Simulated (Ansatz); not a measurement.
The same path of C2H7Sb (10 atoms, charge 0, multiplicity 1) was run twice with different band settings. The coordinate that changes most is the dihedral C1–Sb2–C3–H9.

Level of theory: RHF/def2-SVP (Ansatz 0.2.0).

Relaxed end points:

```xyz
10
Properties=species:S:1:pos:R:3
C -0.868 1.123 -0.793
Sb 0.606 -0.454 -1.061
C 0.464 -1.247 0.960
H -1.863 0.677 -0.757
H -0.829 1.811 -1.638
H -0.690 1.675 0.129
H 1.954 0.541 -0.738
H -0.479 -1.785 1.065
H 1.282 -1.945 1.139
H 0.506 -0.447 1.698
```

```xyz
10
Properties=species:S:1:pos:R:3
C -0.430 1.459 -0.585
Sb 0.097 -0.571 -1.162
C 0.067 -1.404 0.847
H -1.488 1.491 -0.323
H -0.261 2.135 -1.423
H 0.160 1.790 0.269
H 1.779 -0.289 -1.182
H 0.521 -2.395 0.841
H 0.607 -0.766 1.545
H -0.968 -1.501 1.177
```

Common settings: spring 5.0 eV/Å²; optimiser quadratic models (default); start path IDPP; force threshold 0.03 eV/Å; end points relaxed.

| run | movable images | climbing image | iteration limit |
| --- | --- | --- | --- |
| 1 | 7 | yes | 46 |
| 2 | 3 | no | 60 |

Problem. What does each run give, and how far can it be trusted?

Solution. Run 1: converged after 6 iterations, highest image 0.046 eV above the first end. A vibrational analysis at the climbing image gives one clearly imaginary mode, 139i cm⁻¹: a first-order saddle point.
Run 2: converged after 6 iterations, highest image 0.046 eV above the first end. No image climbed, so the highest image needn't sit at the top of the path. So few images can step over the top or miss a turn of the path.
